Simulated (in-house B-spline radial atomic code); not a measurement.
Inner levels of gold as electrons are removed. A shift is the extra binding of the orbital against the neutral atom ([Xe] 4f14 5d10 6s1). The density at the nucleus is averaged over the nuclear charge. Computed with an all-electron radial atomic-structure program (B-spline basis): Dirac-Hartree-Fock, average of the configuration, finite nuclei.

```json
{"ion": "Au23+", "configuration": "[Kr] 4d10 4f10", "shift of 4s1/2 (eV)": "614.68", "shift of 1s1/2 (eV)": "658.5", "shift of 4p1/2 (eV)": "614", "radius of 4s1/2 (bohr)": "0.40029", "radius of 1s1/2 (bohr)": "0.016867", "radius of 4p1/2 (bohr)": "0.40144", "Σ<r²> (bohr²)": "6.6705", "change of density at nucleus (bohr⁻³)": "-2056.2"}
{"ion": "Au24+", "configuration": "[Kr] 4d10 4f9", "shift of 4s1/2 (eV)": "664.29", "shift of 1s1/2 (eV)": "712.67", "shift of 4p1/2 (eV)": "663.33", "radius of 4s1/2 (bohr)": "0.39872", "radius of 1s1/2 (bohr)": "0.016867", "radius of 4p1/2 (bohr)": "0.39959", "Σ<r²> (bohr²)": "6.331", "change of density at nucleus (bohr⁻³)": "-1908.58"}
{"ion": "Au25+", "configuration": "[Kr] 4d10 4f8", "shift of 4s1/2 (eV)": "714.89", "shift of 1s1/2 (eV)": "768.36", "shift of 4p1/2 (eV)": "713.66", "radius of 4s1/2 (bohr)": "0.3971", "radius of 1s1/2 (bohr)": "0.016867", "radius of 4p1/2 (bohr)": "0.3977", "Σ<r²> (bohr²)": "6.0097", "change of density at nucleus (bohr⁻³)": "-1751.09"}
{"ion": "Au26+", "configuration": "[Kr] 4d10 4f7", "shift of 4s1/2 (eV)": "766.46", "shift of 1s1/2 (eV)": "825.56", "shift of 4p1/2 (eV)": "764.97", "radius of 4s1/2 (bohr)": "0.39544", "radius of 1s1/2 (bohr)": "0.016867", "radius of 4p1/2 (bohr)": "0.39577", "Σ<r²> (bohr²)": "5.7052", "change of density at nucleus (bohr⁻³)": "-1583.72"}
{"ion": "Au27+", "configuration": "[Kr] 4d10 4f6", "shift of 4s1/2 (eV)": "818.98", "shift of 1s1/2 (eV)": "884.24", "shift of 4p1/2 (eV)": "817.23", "radius of 4s1/2 (bohr)": "0.39374", "radius of 1s1/2 (bohr)": "0.016867", "radius of 4p1/2 (bohr)": "0.3938", "Σ<r²> (bohr²)": "5.416", "change of density at nucleus (bohr⁻³)": "-1406.51"}
{"ion": "Au28+", "configuration": "[Kr] 4d10 4f5", "shift of 4s1/2 (eV)": "872.42", "shift of 1s1/2 (eV)": "944.42", "shift of 4p1/2 (eV)": "870.43", "radius of 4s1/2 (bohr)": "0.39201", "radius of 1s1/2 (bohr)": "0.016867", "radius of 4p1/2 (bohr)": "0.3918", "Σ<r²> (bohr²)": "5.1409", "change of density at nucleus (bohr⁻³)": "-1219.45"}
{"ion": "Au29+", "configuration": "[Kr] 4d10 4f4", "shift of 4s1/2 (eV)": "926.77", "shift of 1s1/2 (eV)": "1006.07", "shift of 4p1/2 (eV)": "924.55", "radius of 4s1/2 (bohr)": "0.39024", "radius of 1s1/2 (bohr)": "0.016867", "radius of 4p1/2 (bohr)": "0.38978", "Σ<r²> (bohr²)": "4.879", "change of density at nucleus (bohr⁻³)": "-1022.58"}
{"ion": "Au30+", "configuration": "[Kr] 4d10 4f3", "shift of 4s1/2 (eV)": "982.01", "shift of 1s1/2 (eV)": "1069.19", "shift of 4p1/2 (eV)": "979.57", "radius of 4s1/2 (bohr)": "0.38846", "radius of 1s1/2 (bohr)": "0.016867", "radius of 4p1/2 (bohr)": "0.38774", "Σ<r²> (bohr²)": "4.6292", "change of density at nucleus (bohr⁻³)": "-815.91"}
{"ion": "Au31+", "configuration": "[Kr] 4d10 4f2", "shift of 4s1/2 (eV)": "1038.12", "shift of 1s1/2 (eV)": "1133.77", "shift of 4p1/2 (eV)": "1035.48", "radius of 4s1/2 (bohr)": "0.38665", "radius of 1s1/2 (bohr)": "0.016867", "radius of 4p1/2 (bohr)": "0.38568", "Σ<r²> (bohr²)": "4.3906", "change of density at nucleus (bohr⁻³)": "-599.43"}
{"ion": "Au32+", "configuration": "[Kr] 4d10 4f1", "shift of 4s1/2 (eV)": "1095.08", "shift of 1s1/2 (eV)": "1199.81", "shift of 4p1/2 (eV)": "1092.26", "radius of 4s1/2 (bohr)": "0.38481", "radius of 1s1/2 (bohr)": "0.016868", "radius of 4p1/2 (bohr)": "0.3836", "Σ<r²> (bohr²)": "4.1626", "change of density at nucleus (bohr⁻³)": "-373.18"}
{"ion": "Au33+", "configuration": "[Kr] 4d10", "shift of 4s1/2 (eV)": "1152.89", "shift of 1s1/2 (eV)": "1267.29", "shift of 4p1/2 (eV)": "1149.91", "radius of 4s1/2 (bohr)": "0.38297", "radius of 1s1/2 (bohr)": "0.016868", "radius of 4p1/2 (bohr)": "0.38151", "Σ<r²> (bohr²)": "3.9444", "change of density at nucleus (bohr⁻³)": "-137.11"}
{"ion": "Au34+", "configuration": "[Kr] 4d9", "shift of 4s1/2 (eV)": "1208.49", "shift of 1s1/2 (eV)": "1342.34", "shift of 4p1/2 (eV)": "1204.88", "radius of 4s1/2 (bohr)": "0.38132", "radius of 1s1/2 (bohr)": "0.016868", "radius of 4p1/2 (bohr)": "0.37966", "Σ<r²> (bohr²)": "3.7173", "change of density at nucleus (bohr⁻³)": "195.59"}
{"ion": "Au35+", "configuration": "[Kr] 4d8", "shift of 4s1/2 (eV)": "1264.65", "shift of 1s1/2 (eV)": "1418.61", "shift of 4p1/2 (eV)": "1260.43", "radius of 4s1/2 (bohr)": "0.37967", "radius of 1s1/2 (bohr)": "0.016868", "radius of 4p1/2 (bohr)": "0.37781", "Σ<r²> (bohr²)": "3.4965", "change of density at nucleus (bohr⁻³)": "536.92"}
{"ion": "Au36+", "configuration": "[Kr] 4d7", "shift of 4s1/2 (eV)": "1321.38", "shift of 1s1/2 (eV)": "1496.09", "shift of 4p1/2 (eV)": "1316.55", "radius of 4s1/2 (bohr)": "0.37803", "radius of 1s1/2 (bohr)": "0.016868", "radius of 4p1/2 (bohr)": "0.37597", "Σ<r²> (bohr²)": "3.2817", "change of density at nucleus (bohr⁻³)": "886.83"}
{"ion": "Au37+", "configuration": "[Kr] 4d6", "shift of 4s1/2 (eV)": "1378.67", "shift of 1s1/2 (eV)": "1574.78", "shift of 4p1/2 (eV)": "1373.24", "radius of 4s1/2 (bohr)": "0.37639", "radius of 1s1/2 (bohr)": "0.016868", "radius of 4p1/2 (bohr)": "0.37414", "Σ<r²> (bohr²)": "3.0727", "change of density at nucleus (bohr⁻³)": "1245.35"}
{"ion": "Au38+", "configuration": "[Kr] 4d5", "shift of 4s1/2 (eV)": "1436.51", "shift of 1s1/2 (eV)": "1654.67", "shift of 4p1/2 (eV)": "1430.51", "radius of 4s1/2 (bohr)": "0.37476", "radius of 1s1/2 (bohr)": "0.016868", "radius of 4p1/2 (bohr)": "0.37232", "Σ<r²> (bohr²)": "2.8693", "change of density at nucleus (bohr⁻³)": "1612.52"}
{"ion": "Au39+", "configuration": "[Kr] 4d4", "shift of 4s1/2 (eV)": "1494.91", "shift of 1s1/2 (eV)": "1735.78", "shift of 4p1/2 (eV)": "1488.35", "radius of 4s1/2 (bohr)": "0.37314", "radius of 1s1/2 (bohr)": "0.016868", "radius of 4p1/2 (bohr)": "0.37052", "Σ<r²> (bohr²)": "2.6713", "change of density at nucleus (bohr⁻³)": "1988.31"}
{"ion": "Au40+", "configuration": "[Kr] 4d3", "shift of 4s1/2 (eV)": "1553.87", "shift of 1s1/2 (eV)": "1818.09", "shift of 4p1/2 (eV)": "1546.75", "radius of 4s1/2 (bohr)": "0.37152", "radius of 1s1/2 (bohr)": "0.016868", "radius of 4p1/2 (bohr)": "0.36872", "Σ<r²> (bohr²)": "2.4785", "change of density at nucleus (bohr⁻³)": "2372.73"}
{"ion": "Au41+", "configuration": "[Kr] 4d2", "shift of 4s1/2 (eV)": "1613.38", "shift of 1s1/2 (eV)": "1901.61", "shift of 4p1/2 (eV)": "1605.72", "radius of 4s1/2 (bohr)": "0.36991", "radius of 1s1/2 (bohr)": "0.016868", "radius of 4p1/2 (bohr)": "0.36693", "Σ<r²> (bohr²)": "2.2908", "change of density at nucleus (bohr⁻³)": "2765.79"}
{"ion": "Au42+", "configuration": "[Kr] 4d1", "shift of 4s1/2 (eV)": "1673.45", "shift of 1s1/2 (eV)": "1986.34", "shift of 4p1/2 (eV)": "1665.25", "radius of 4s1/2 (bohr)": "0.3683", "radius of 1s1/2 (bohr)": "0.016868", "radius of 4p1/2 (bohr)": "0.36516", "Σ<r²> (bohr²)": "2.1079", "change of density at nucleus (bohr⁻³)": "3167.52"}
{"ion": "Au43+", "configuration": "[Ar] 3d10 4s2 4p6", "shift of 4s1/2 (eV)": "1734.07", "shift of 1s1/2 (eV)": "2072.27", "shift of 4p1/2 (eV)": "1725.35", "radius of 4s1/2 (bohr)": "0.36671", "radius of 1s1/2 (bohr)": "0.016868", "radius of 4p1/2 (bohr)": "0.3634", "Σ<r²> (bohr²)": "1.9297", "change of density at nucleus (bohr⁻³)": "3577.9"}
{"ion": "Au44+", "configuration": "[Ar] 3d10 4s2 4p5", "shift of 4s1/2 (eV)": "1791.05", "shift of 1s1/2 (eV)": "2164.75", "shift of 4p1/2 (eV)": "1787", "radius of 4s1/2 (bohr)": "0.36519", "radius of 1s1/2 (bohr)": "0.016868", "radius of 4p1/2 (bohr)": "0.36146", "Σ<r²> (bohr²)": "1.7559", "change of density at nucleus (bohr⁻³)": "3826.42"}
```
